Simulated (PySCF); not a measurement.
A geometry optimisation, step by step.

Species: C6H9NO2.
Atom-mapped SMILES: `[CH3:1][O:2][C:3](/[CH:4]=[CH:5]\[CH:6]=[O:7])=[CH:8]/[NH2:9]` (hydrogens: H10, H11, H12 on C1; H13 on C4; H14 on C5; H15 on C6; H16 on C8; H17, H18 on N9)

Computed by this run: PySCF, HF/def2-SV(P) geometry optimisation, gas phase; density fitting; the optimiser is geomeTRIC in internal coordinates, started from a GFN2-xTB structure. 11 of its 15 geometries are shown. The frame can shift and turn from step to step; on so coarse a grid that alone can change the energy by a few meV, and forces under 0.02 eV/Å are noise.

Step 0: E = -11869.2614 eV, largest atomic force 2.557 eV/Å
```
atom  x, y, z in Å  |  force x, y, z in eV/Å
C1      2.284   -0.565    0.169   -0.237   0.464  -0.279
O2      1.152    0.182   -0.188   -0.306  -0.747   0.513
C3     -0.096   -0.256    0.200    1.256  -1.093   0.762
C4     -1.199    0.553   -0.238   -0.413   0.965  -0.669
C5     -1.224    1.655   -1.019   -0.983  -0.791   0.704
C6     -0.114    2.325   -1.665    1.090   1.810  -1.440
O7     -0.244    3.313   -2.358    0.043  -1.740   1.246
C8     -0.269   -1.370    0.959    0.170   0.800  -0.735
N9     -1.466   -1.947    1.316   -0.509  -0.084   0.213
H10     3.128   -0.039   -0.275    0.054  -0.093   0.062
H11     2.243   -1.583   -0.233   -0.024   0.086   0.024
H12     2.420   -0.605    1.256   -0.043   0.016  -0.084
H13    -2.160    0.212    0.128   -0.013   0.164  -0.108
H14    -2.186    2.116   -1.211   -0.053  -0.011   0.007
H15     0.878    1.883   -1.493   -0.239   0.302  -0.198
H16     0.586   -1.948    1.274    0.025   0.049  -0.009
H17    -1.446   -2.535    2.133   -0.075   0.296  -0.223
H18    -2.296   -1.383    1.232    0.256  -0.392   0.212
```

Step 1: E = -11869.3372 eV, largest atomic force 0.982 eV/Å
```
atom  x, y, z in Å  |  force x, y, z in eV/Å
C1      2.298   -0.542    0.131    0.010  -0.035   0.082
O2      1.134    0.118   -0.236    0.112  -0.097  -0.058
C3     -0.080   -0.344    0.161   -0.197   0.409  -0.174
C4     -1.192    0.501   -0.285   -0.042  -0.238   0.267
C5     -1.220    1.632   -0.989    0.135  -0.054  -0.156
C6     -0.137    2.423   -1.632   -0.619  -0.136   0.749
O7     -0.415    3.491   -2.065    0.406   0.402  -0.490
C8     -0.265   -1.430    0.916    0.160  -0.213   0.114
N9     -1.458   -2.013    1.328    0.022  -0.113  -0.107
H10     3.127   -0.006   -0.326   -0.003   0.028  -0.016
H11     2.308   -1.577   -0.226   -0.003   0.027  -0.014
H12     2.433   -0.539    1.219    0.001  -0.011  -0.035
H13    -2.159    0.161    0.060   -0.032   0.013  -0.003
H14    -2.183    2.112   -1.119   -0.013  -0.047  -0.066
H15     0.880    2.030   -1.644    0.089  -0.063  -0.134
H16     0.597   -2.001    1.232   -0.003   0.013  -0.015
H17    -1.390   -2.542    2.173   -0.014   0.040   0.039
H18    -2.295   -1.470    1.288   -0.008   0.075   0.017
```

Step 3: E = -11869.3655 eV, largest atomic force 0.468 eV/Å
```
atom  x, y, z in Å  |  force x, y, z in eV/Å
C1      2.285   -0.518    0.116    0.010  -0.017   0.043
O2      1.116    0.139   -0.243    0.007  -0.081  -0.033
C3     -0.096   -0.327    0.156   -0.094   0.075   0.043
C4     -1.228    0.498   -0.274    0.165   0.050   0.063
C5     -1.252    1.633   -0.980   -0.044   0.341  -0.226
C6     -0.131    2.388   -1.600    0.367  -0.012   0.289
O7     -0.268    3.467   -2.082   -0.313  -0.115  -0.030
C8     -0.256   -1.422    0.910   -0.016  -0.064   0.017
N9     -1.443   -2.013    1.323    0.033  -0.137  -0.061
H10     3.108    0.026   -0.343   -0.010   0.018  -0.006
H11     2.298   -1.550   -0.246    0.003   0.016  -0.017
H12     2.426   -0.519    1.202   -0.001  -0.005  -0.015
H13    -2.192    0.150    0.072    0.012   0.012  -0.025
H14    -2.206    2.126   -1.126   -0.073  -0.084  -0.022
H15     0.857    1.924   -1.570   -0.018  -0.076  -0.076
H16     0.615   -1.984    1.217   -0.023   0.009  -0.011
H17    -1.370   -2.543    2.168   -0.023   0.036   0.035
H18    -2.282   -1.471    1.288    0.018   0.034   0.032
```

Step 4: E = -11869.2828 eV, largest atomic force 1.600 eV/Å
```
atom  x, y, z in Å  |  force x, y, z in eV/Å
C1      2.280   -0.519    0.106    0.015   0.000   0.009
O2      1.108    0.147   -0.225    0.132  -0.145   0.078
C3     -0.104   -0.315    0.181   -0.232   0.123  -0.008
C4     -1.213    0.529   -0.267   -0.432  -0.058   0.086
C5     -1.235    1.656   -0.989    0.680  -0.966   0.644
C6     -0.081    2.390   -1.559   -1.545   0.037  -0.416
O7     -0.363    3.405   -2.110    1.075   0.684  -0.368
C8     -0.276   -1.422    0.918    0.296   0.009  -0.015
N9     -1.449   -2.040    1.333   -0.090   0.083  -0.134
H10     3.095    0.042   -0.347    0.016  -0.002   0.009
H11     2.290   -1.539   -0.289   -0.007  -0.003   0.000
H12     2.433   -0.552    1.190   -0.003  -0.004  -0.005
H13    -2.187    0.182    0.052   -0.062  -0.095   0.019
H14    -2.193    2.121   -1.197    0.162   0.026   0.008
H15     0.925    1.966   -1.524   -0.031   0.244   0.089
H16     0.597   -1.985    1.214    0.062  -0.006  -0.033
H17    -1.359   -2.565    2.179    0.008   0.027   0.032
H18    -2.288   -1.497    1.323   -0.045   0.046   0.004
```

Step 6: E = -11869.3731 eV, largest atomic force 0.399 eV/Å
```
atom  x, y, z in Å  |  force x, y, z in eV/Å
C1      2.287   -0.523    0.118    0.002  -0.002   0.012
O2      1.118    0.135   -0.235    0.040  -0.071  -0.018
C3     -0.097   -0.327    0.164   -0.079   0.089   0.024
C4     -1.216    0.509   -0.275   -0.093   0.011   0.085
C5     -1.243    1.643   -0.986    0.199  -0.196   0.071
C6     -0.119    2.395   -1.595   -0.354   0.153   0.101
O7     -0.321    3.458   -2.088    0.238   0.035  -0.131
C8     -0.263   -1.425    0.914    0.070  -0.011  -0.013
N9     -1.447   -2.023    1.326   -0.016  -0.046  -0.095
H10     3.107    0.026   -0.341    0.003   0.004   0.005
H11     2.300   -1.552   -0.253    0.002   0.002  -0.010
H12     2.432   -0.532    1.203   -0.004  -0.006  -0.001
H13    -2.184    0.163    0.062   -0.018  -0.023  -0.001
H14    -2.202    2.123   -1.143    0.020  -0.033  -0.035
H15     0.879    1.951   -1.573   -0.015   0.027  -0.034
H16     0.607   -1.988    1.218    0.018   0.001  -0.015
H17    -1.371   -2.551    2.173   -0.009   0.038   0.029
H18    -2.284   -1.477    1.298   -0.001   0.028   0.025
```

Step 7: E = -11869.3818 eV, largest atomic force 0.089 eV/Å
```
atom  x, y, z in Å  |  force x, y, z in eV/Å
C1      2.289   -0.531    0.119    0.002   0.005   0.004
O2      1.123    0.139   -0.224   -0.009  -0.007  -0.021
C3     -0.093   -0.318    0.176    0.010   0.009   0.043
C4     -1.215    0.514   -0.263   -0.003   0.004   0.016
C5     -1.244    1.642   -0.981    0.009   0.005   0.027
C6     -0.130    2.407   -1.589   -0.032  -0.048  -0.068
O7     -0.322    3.452   -2.122    0.017   0.030  -0.008
C8     -0.259   -1.424    0.914    0.027   0.020  -0.023
N9     -1.447   -2.019    1.318   -0.017  -0.054  -0.040
H10     3.112    0.021   -0.332    0.001   0.003   0.006
H11     2.296   -1.554   -0.269    0.001   0.001  -0.005
H12     2.434   -0.558    1.203    0.000  -0.004  -0.002
H13    -2.183    0.159    0.065    0.000  -0.008  -0.012
H14    -2.211    2.100   -1.160    0.002  -0.001   0.002
H15     0.871    1.972   -1.547    0.010   0.020   0.041
H16     0.611   -1.991    1.212   -0.001  -0.007  -0.014
H17    -1.374   -2.544    2.167   -0.010   0.018   0.030
H18    -2.276   -1.461    1.299   -0.006   0.013   0.022
```

Step 8: E = -11869.3831 eV, largest atomic force 0.154 eV/Å
```
atom  x, y, z in Å  |  force x, y, z in eV/Å
C1      2.289   -0.533    0.116    0.002   0.001   0.004
O2      1.123    0.141   -0.217   -0.009  -0.013  -0.004
C3     -0.093   -0.314    0.184    0.019   0.014   0.001
C4     -1.213    0.518   -0.257   -0.017  -0.013  -0.017
C5     -1.244    1.640   -0.984   -0.041   0.018  -0.057
C6     -0.132    2.409   -1.592    0.109   0.037   0.102
O7     -0.320    3.447   -2.143   -0.068  -0.051  -0.028
C8     -0.261   -1.427    0.913    0.045   0.024  -0.009
N9     -1.450   -2.021    1.320   -0.026  -0.017  -0.023
H10     3.111    0.026   -0.326    0.000   0.001   0.003
H11     2.296   -1.550   -0.288    0.000  -0.001  -0.001
H12     2.434   -0.577    1.200   -0.002  -0.002   0.000
H13    -2.183    0.158    0.061   -0.002   0.005   0.007
H14    -2.213    2.087   -1.177   -0.006   0.010   0.018
H15     0.875    1.994   -1.512    0.001  -0.020  -0.014
H16     0.608   -2.001    1.199    0.004  -0.004  -0.005
H17    -1.372   -2.541    2.172   -0.001   0.004   0.015
H18    -2.272   -1.452    1.317   -0.009   0.008   0.008
```

Step 10: E = -11869.3833 eV, largest atomic force 0.194 eV/Å
```
atom  x, y, z in Å  |  force x, y, z in eV/Å
C1      2.286   -0.537    0.114    0.011   0.000   0.003
O2      1.121    0.141   -0.218   -0.004  -0.010  -0.002
C3     -0.095   -0.311    0.185   -0.068  -0.009  -0.007
C4     -1.215    0.521   -0.258    0.006   0.003  -0.008
C5     -1.243    1.643   -0.986    0.005   0.026   0.064
C6     -0.127    2.420   -1.577   -0.046  -0.090  -0.165
O7     -0.330    3.421   -2.187    0.025   0.017   0.057
C8     -0.264   -1.428    0.904    0.071  -0.057   0.045
N9     -1.450   -2.026    1.324   -0.016   0.082  -0.021
H10     3.111    0.028   -0.314   -0.001  -0.001  -0.004
H11     2.295   -1.549   -0.302    0.002   0.004   0.001
H12     2.423   -0.594    1.199    0.000   0.002  -0.001
H13    -2.186    0.158    0.052   -0.006  -0.021  -0.002
H14    -2.212    2.083   -1.193    0.004   0.012   0.008
H15     0.886    2.030   -1.457    0.009   0.040   0.057
H16     0.605   -2.010    1.174    0.005   0.003   0.009
H17    -1.358   -2.536    2.181    0.013  -0.005  -0.018
H18    -2.265   -1.447    1.346   -0.010   0.003  -0.017
```

Step 11: E = -11869.3848 eV, largest atomic force 0.073 eV/Å
```
atom  x, y, z in Å  |  force x, y, z in eV/Å
C1      2.289   -0.535    0.112    0.001   0.001   0.005
O2      1.122    0.139   -0.220    0.016  -0.020   0.004
C3     -0.092   -0.316    0.185    0.012   0.031  -0.034
C4     -1.212    0.517   -0.257   -0.047  -0.027   0.015
C5     -1.244    1.639   -0.984    0.027   0.015   0.028
C6     -0.130    2.415   -1.579   -0.009  -0.042  -0.059
O7     -0.332    3.421   -2.180    0.000   0.016   0.011
C8     -0.260   -1.431    0.908   -0.012   0.015  -0.003
N9     -1.454   -2.019    1.320    0.005   0.007   0.015
H10     3.112    0.031   -0.321    0.001  -0.002  -0.001
H11     2.302   -1.548   -0.301   -0.001  -0.001   0.000
H12     2.430   -0.588    1.196   -0.001   0.000   0.001
H13    -2.182    0.153    0.056   -0.007  -0.004  -0.006
H14    -2.214    2.080   -1.187    0.002   0.003   0.008
H15     0.884    2.028   -1.456    0.006   0.013   0.027
H16     0.605   -2.015    1.183    0.004   0.004   0.004
H17    -1.373   -2.530    2.178    0.002  -0.007  -0.008
H18    -2.266   -1.434    1.332    0.002  -0.003  -0.007
```

Step 13: E = -11869.3851 eV, largest atomic force 0.053 eV/Å
```
atom  x, y, z in Å  |  force x, y, z in eV/Å
C1      2.289   -0.537    0.112   -0.001   0.001   0.002
O2      1.122    0.135   -0.227   -0.001   0.000  -0.006
C3     -0.093   -0.316    0.180   -0.007  -0.004   0.005
C4     -1.215    0.515   -0.259    0.011  -0.003  -0.010
C5     -1.245    1.640   -0.983   -0.005  -0.002  -0.008
C6     -0.130    2.413   -1.581    0.003   0.026   0.047
O7     -0.331    3.424   -2.174   -0.001  -0.012  -0.021
C8     -0.260   -1.428    0.908   -0.004  -0.006   0.004
N9     -1.451   -2.018    1.321    0.005   0.006   0.000
H10     3.112    0.025   -0.326    0.000   0.000   0.000
H11     2.300   -1.554   -0.292    0.001   0.000  -0.001
H12     2.428   -0.579    1.197    0.000   0.000   0.000
H13    -2.185    0.151    0.054    0.001   0.000   0.000
H14    -2.213    2.084   -1.182    0.000   0.001   0.002
H15     0.884    2.028   -1.454   -0.001  -0.007  -0.011
H16     0.607   -2.008    1.188    0.000  -0.001  -0.001
H17    -1.370   -2.530    2.178    0.000   0.000  -0.001
H18    -2.267   -1.439    1.328    0.001  -0.001   0.001
```

Step 14: E = -11869.3853 eV, largest atomic force under 0.02 eV/Å
```
atom  x, y, z in Å  |  force x, y, z in eV/Å
C1      2.289   -0.538    0.111    0.000   0.002   0.001
O2      1.122    0.133   -0.229    0.003  -0.002  -0.006
C3     -0.093   -0.317    0.179    0.000   0.003  -0.001
C4     -1.215    0.514   -0.261   -0.004  -0.004  -0.002
C5     -1.245    1.640   -0.983    0.006   0.004   0.006
C6     -0.130    2.416   -1.576   -0.002   0.000   0.000
O7     -0.333    3.420   -2.181    0.000   0.000  -0.004
C8     -0.260   -1.429    0.907   -0.010  -0.003   0.004
N9     -1.452   -2.016    1.322    0.005   0.005   0.005
H10     3.112    0.024   -0.326    0.000   0.000  -0.001
H11     2.301   -1.555   -0.292    0.001   0.000   0.000
H12     2.427   -0.580    1.196    0.000   0.000   0.000
H13    -2.184    0.148    0.050   -0.001  -0.003  -0.003
H14    -2.214    2.082   -1.185    0.000   0.000   0.002
H15     0.885    2.036   -1.441    0.001   0.000   0.003
H16     0.607   -2.011    1.184   -0.001   0.001   0.002
H17    -1.370   -2.528    2.180    0.000  -0.002  -0.004
H18    -2.266   -1.435    1.332    0.002  -0.001  -0.001
```

Problem. Summarise the path.

Solution. The energy falls by 0.1239 eV from step 0 to step 14; nine tenths of that is first reached at step 6. It rises by more than 0.2 meV at steps 4, 10 and 12. The largest force goes from 2.557 to under 0.02 eV/Å. Among the bonds C5–C6 changes most, from 1.448 to 1.483 Å; the atoms move by 0.075 Å rms after alignment.

Problem. Follow the three bonds and two angles with the largest change from start to end.

Solution. 
```
step  E above end (eV)  largest force (eV/Å)  C5–C6 (Å)  C3–C4 (Å)  C6=O7 (Å)  H17–N9–H18 (°)  C8–N9–H17 (°)
   0            0.1239                 2.557      1.448      1.436      1.214           114.3          116.0
   1            0.0482                 0.982      1.488      1.465      1.185           112.2          114.5
   2            0.0478                 0.611      1.487      1.464      1.189           112.2          114.5
   3            0.0198                 0.468      1.487      1.465      1.189           112.2          114.5
   4            0.1026                 1.600      1.482      1.465      1.188           111.7          114.2
   5            0.0347                 0.812      1.483      1.465      1.188           112.1          114.5
   6            0.0122                 0.399      1.484      1.464      1.189           112.0          114.4
   7            0.0036                 0.089      1.483      1.464      1.189           111.7          114.2
   8            0.0022                 0.154      1.483      1.463      1.189           111.2          113.9
   9            0.0014                 0.077      1.483      1.464      1.190           110.8          113.6
  10            0.0020                 0.194      1.483      1.464      1.189           110.6          113.5
  11            0.0005                 0.073      1.483      1.464      1.189           110.7          113.5
  12            0.0013                 0.134      1.483      1.464      1.189           110.9          113.7
  13            0.0002                 0.053      1.483      1.464      1.189           110.9          113.7
  14            0.0000            under 0.02      1.483      1.464      1.189           110.8          113.6
```

What follows is the cost of the whole optimisation. On an Arm Neoverse N1 with one thread, shared host, this took 1.9 min and 0.57 GiB of memory at its peak.
